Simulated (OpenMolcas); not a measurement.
# OpenMolcas run: Li I

Input:

```
&GATEWAY
Coord
1

Li 0.0 0.0 0.0
Basis=ANO-RCC-VDZP
Group=XYZ
NoMove
AngMom=0.0 0.0 0.0
AMFI
&SEWARD
Relativistic=R03O02
* reference wave functions (RASSCF and RASSI steps not shown): 1 electron in 9 orbitals (RAS2 2s 2p; RAS3 3d, at most 1 electron)
>>> COPY JOB001 $Project.JobIph
&CASPT2
Multistate=1 1
Frozen=0 0
IPEA=0.5
Imaginary=0.15
MaxIter=60
WThr=0.0 0.3 0.05
PrWF=0.5
NoMix
>>> COPY JOB002 $Project.JobIph
&CASPT2
XMultistate=3 1 2 3
Frozen=0 0
IPEA=0.5
Imaginary=0.15
MaxIter=60
WThr=0.0 0.3 0.05
PrWF=0.5
NoMix
```

Launched by
```bash
OMP_NUM_THREADS=1 MOLCAS_MEM=2252 MOLCAS_PROJECT=a pymolcas a.inp > a.log  # once for each step of the input, in one work folder
```

Output, cut to the results:

```
--- CASPT2 ---
Orbital specifications:
      -----------------------

      Symmetry species                           1   2
                                                ag  au
      Frozen orbitals                            0   0
      Inactive orbitals                          1   0
      Active orbitals                            6   3
      Secondary orbitals                         1   3
      Deleted orbitals                           0   0
      Number of basis functions                  8   6
Type of calculation                        SS-CASPT2
      Fock operator                              state-specific
      IPEA shift                                 0.50
      Real shift                                 0.00
      Imaginary shift                            0.15
      The input orbitals will be transformed to quasi-canonical
Reference energy:          -7.4333579114
      E2 (Non-variational):      -0.0142396218
      Shift correction:          -0.0000050160
      E2 (Variational):          -0.0142446378
      Total energy:              -7.4476025492
      Residual norm:              0.0000002750
      Reference weight:           0.99825
      Contributions to the CASPT2 correlation energy
      Active & Virtual Only:          0.0000000000
      One Inactive Excited:          -0.0006217447
      Two Inactive Excited:          -0.0136178771
::    CASPT2 Root  1     Total energy:     -7.44760255
--- CASPT2 ---
Orbital specifications:
      -----------------------

      Symmetry species                           1   2
                                                ag  au
      Frozen orbitals                            0   0
      Inactive orbitals                          1   0
      Active orbitals                            6   3
      Secondary orbitals                         1   3
      Deleted orbitals                           0   0
      Number of basis functions                  8   6
Type of calculation                        XMS-CASPT2
      Fock operator                              state-average
      IPEA shift                                 0.50
      Real shift                                 0.00
      Imaginary shift                            0.15
      The input orbitals will be transformed to quasi-canonical
      The input states will be rotated to diagonalize the Fock operator
Reference energy:          -7.3654777982
      E2 (Non-variational):      -0.0145396388
      Shift correction:          -0.0000052478
      E2 (Variational):          -0.0145448865
      Total energy:              -7.3800226848
      Residual norm:              0.0000000706
      Reference weight:           0.99820
      Contributions to the CASPT2 correlation energy
      Active & Virtual Only:         -0.0000000000
      One Inactive Excited:          -0.0005360599
      Two Inactive Excited:          -0.0140035789
Reference energy:          -7.3654777982
      E2 (Non-variational):      -0.0145394842
      Shift correction:          -0.0000052483
      E2 (Variational):          -0.0145447325
      Total energy:              -7.3800225307
      Residual norm:              0.0000000707
      Reference weight:           0.99820
      Contributions to the CASPT2 correlation energy
      Active & Virtual Only:         -0.0000000000
      One Inactive Excited:          -0.0005361920
      Two Inactive Excited:          -0.0140032922
::    XMS-CASPT2 Root  1     Total energy:     -7.38002281
::    XMS-CASPT2 Root  2     Total energy:     -7.38002268
::    XMS-CASPT2 Root  3     Total energy:     -7.38002253
```

In XMS-CASPT2 the single-state energies belong to rotated reference states; over a whole degenerate manifold the rotation is arbitrary, and only the multistate roots count.

Levels above the lowest, from the spin-orbit matrix with the multistate effective Hamiltonian, averaged by term, added to it:

```tsv
Configuration	Term	J	E (cm⁻¹)	Measured (cm⁻¹)	g	Term weight %
2s	²S	1/2	0.0	0.0	2.002	100
2p	²P°	1/2	14832	14904	0.666	100
2p	²P°	3/2	14832	14904	1.334	100
```

Against the 2 measured excited levels shown (NIST Handbook of Basic Atomic Spectroscopic Data) the mean absolute deviation is 72 cm-1; the largest miss in energy is 2p ²P°_3/2: computed 14832, measured 14904 cm⁻¹ (-0.5 %).

With one active electron outside closed inactive shells, the extra shells (3d) add no correlation to the reference. ANO sets are built for ground and valence states and can reach diffuse excited orbitals poorly. With one active electron, CASPT2 adds the correlation within the correlated inactive shells and between them and that electron, and leaves the splitting within a term as the reference gives it. Computed and measured levels are paired by configuration, term and J; levels that our copy of the source lacks, or whose pairing is in doubt (as where it misses far off the trend of its configuration), stay unpaired and out of the deviations. Only configurations of the active space appear. The first state left out of the spin-orbit step lies near 55000 cm-1 above the lowest spin-free state of the reference (among the parities and spins computed), and the list stops at four fifths of that energy or lower.

The CASPT2 steps took 0.78 s on 1 thread of Arm Neoverse V2 (shared host); the integral step is not counted.

The term weight is that of the spin-free term in the level, not the purity of its configuration. ° marks odd parity.
